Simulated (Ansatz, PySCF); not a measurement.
Molecule: bromo(dichloro)borane, sum formula BBrCl₂, net charge 0, singlet state. 
Geometry from a B3LYP-D3(BJ)/def2-TZVP (Ansatz, an electronic-structure program) optimisation:
```
B
Cl 1 1.7425
Cl 1 1.7425 2 120.15
Br 1 1.9129 2 119.92 3 -180.00
```

Quantity: atomisation energy (electronic, to ground-state atoms), in kcal/mol. Valence correlation only, unless marked. UHF or UKS for open shells. Spin-orbit coupling is left out. Frozen are the shells of the preceding noble gas and the d and f shells that filled before the atom's block. Non-relativistic. The coupled-cluster limit lacks core correlation, which all-electron functionals hold. CBS marks a two-point X^-3 extrapolation of the correlation energy; Hartree-Fock from the larger set.

```csv
level,program,atomisation energy (kcal/mol)
HF/def2-TZVPP,Ansatz,229.3
HF-D3(BJ)/def2-TZVPD,PySCF + dftd3,252.0
PBE-D3(BJ)/def2-TZVPD,Ansatz + dftd3,323.0
BLYP/def2-TZVPD,Ansatz,296.5
r2SCAN-D3(BJ)/def2-TZVPD,Ansatz + dftd3,317.9
PBE0-D3(BJ)/def2-TZVP,Ansatz + dftd3,316.5
HSE06/def2-TZVPD,Ansatz,314.0
wB97M-V/def2-TZVPD,Ansatz,310.8
wB97X/def2-TZVPD,Ansatz,307.3
B2GP-PLYP-D3(BJ)/def2-TZVPD,Ansatz + dftd3,307.4
PBE-QIDH/def2-TZVPD,Ansatz,314.2
"CCSD/CBS(def2-TZVPP,def2-QZVPP)",Ansatz,297.0
CCSD(T)/def2-SVP,Ansatz,292.7
"CCSD(T)/CBS(def2-TZVPP,def2-QZVPP)",Ansatz,306.8
"CCSD(T)/CBS(def2-TZVPPD,def2-QZVPPD)",Ansatz,306.6
```
